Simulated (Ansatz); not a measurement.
System: NO₃ (charge -1, singlet). SMILES: O=[N+]([O-])[O-]

Atoms: O1, N2, O3, O4. Bonds: O1-N2, N2-O3, N2-O4.

Bond lengths (Å) and angles (degrees) optimised at HF/3-21G with Ansatz (a program for electronic structure); HF/6-31G* with Ansatz; B3LYP/LANL2DZ with Ansatz; B3LYP/6-31G* with Ansatz, each started from the B3LYP-D3(BJ)/def2-TZVP structure (Ansatz) of the last column. A row stands for all coordinates that are equal there. 6-31G* holds six Cartesian d functions. No wavenumbers were computed at B3LYP/LANL2DZ, so these may be saddle points.

| coordinate | HF/3-21G | HF/6-31G* | B3LYP/LANL2DZ | B3LYP/6-31G* | B3LYP-D3(BJ)/def2-TZVP |
|---|---|---|---|---|---|
| O1-N2 | 1.283 | 1.226 | 1.314 | 1.264 | 1.256 |
| O1-N2-O3 | 120.0 | 120.0 | 120.0 | 120.0 | 120.0 |

Mean signed difference of all 3 bond lengths from B3LYP-D3(BJ)/def2-TZVP: HF/3-21G 0.027 Å, HF/6-31G* -0.030 Å, B3LYP/LANL2DZ 0.058 Å, B3LYP/6-31G* 0.008 Å.
